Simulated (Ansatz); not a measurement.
Coupled-cluster run, CH6Cl2FNSi2, SMILES `C[SiH](F)N[SiH](Cl)Cl`.

```yaml
crystal:
  periodic: [false, false, false]
  atoms:
    - {symbol: C, position_ang: [-0.928849, 1.520410, -0.354520]}
    - {symbol: Si, position_ang: [-1.315702, -0.264921, -0.074247]}
    - {symbol: F, position_ang: [-1.917621, -0.869089, -1.429833]}
    - {symbol: N, position_ang: [0.112136, -1.121939, 0.371256]}
    - {symbol: Si, position_ang: [1.741623, -0.680468, 0.161758]}
    - {symbol: Cl, position_ang: [2.882661, -2.370844, 0.243940]}
    - {symbol: Cl, position_ang: [2.403380, 0.591349, 1.626909]}
    - {symbol: H, position_ang: [-1.832018, 2.058002, -0.651924]}
    - {symbol: H, position_ang: [-0.537087, 1.982747, 0.554514]}
    - {symbol: H, position_ang: [-0.190193, 1.648199, -1.150033]}
    - {symbol: H, position_ang: [-2.345182, -0.508165, 0.961854]}
    - {symbol: H, position_ang: [-0.030597, -1.996269, 0.859636]}
    - {symbol: H, position_ang: [1.957461, 0.011000, -1.119309]}
basis:
  gaussian: {orbitals: def2-TZVPP}
correlation: {method: ccsd_t}
```

```sh
$ ansatz run in.yaml --threads 2 --pin off --events-out ev --progress --plain --max-ram 32768MiB --backend cuda --devices 0, --max-vram 18GiB
```

Log, shortened:

```
Functional definition: HF
2032 factors; integrals over basis functions are off by at most 1.1e-3 eV
mean field evaluation 1: about -46050.4473 eV, gradient 4.8e1 eV
mean field evaluation 2: about -46050.8145 eV, gradient 4.8e1 eV
mean field evaluation 4: about -46055.7160 eV, gradient 4.1e0 eV
mean field evaluation 8: about -46055.7939 eV, gradient 2.9e-1 eV
mean field evaluation 16: about -46055.7943 eV, gradient 1.5e-6 eV
mean field -46055.79425549 eV, -1692.5192211508 hartree, gradient 1.5e-6 eV, S^2 0.000000; 0 other end points of the search recorded, 0 dependent functions left out
23 core orbitals not correlated: weight in the atoms' cores, before any rotation towards them, 1.000 or more for the frozen orbitals, at most 0.000 for the correlated occupied ones
reference -46055.79425549 eV, -1692.5192211508 hartree; 22, 22 occupied and 300, 300 virtual orbitals, 2032 factors
second order -33.95028772 eV of doubles, -0.00000000 eV of singles
cycle   1  -34.88376510 eV  change   -9.3e-1 eV  update   1.1e-1
cycle   2  -35.61184163 eV  change   -7.3e-1 eV  update   3.2e-2
cycle   3  -35.76140530 eV  change   -1.5e-1 eV  update   1.6e-2
cycle   4  -35.74784837 eV  change    1.4e-2 eV  update   3.3e-3
cycle   5  -35.74543177 eV  change    2.4e-3 eV  update   1.4e-3
cycle   6  -35.74591493 eV  change   -4.8e-4 eV  update   4.2e-4
cycle   7  -35.74573179 eV  change    1.8e-4 eV  update   1.4e-4
cycle   8  -35.74567344 eV  change    5.8e-5 eV  update   4.5e-5
cycle   9  -35.74569188 eV  change   -1.8e-5 eV  update   1.7e-5
perturbative correction -1.37709871 eV, -0.0506074441 hartree
Total energy: -46092.91704608 eV, -1693.8834585420 hartree
```

It took 23 s on 2 threads of an AMD EPYC 7R13 on a shared host and a share of an NVIDIA H100 80 GB, with 0.85 GiB of host memory at the peak.

MP2 recovers 91.5 % of the CCSD(T) correlation energy and the triples give 3.7 %; T1 = 0.0102.
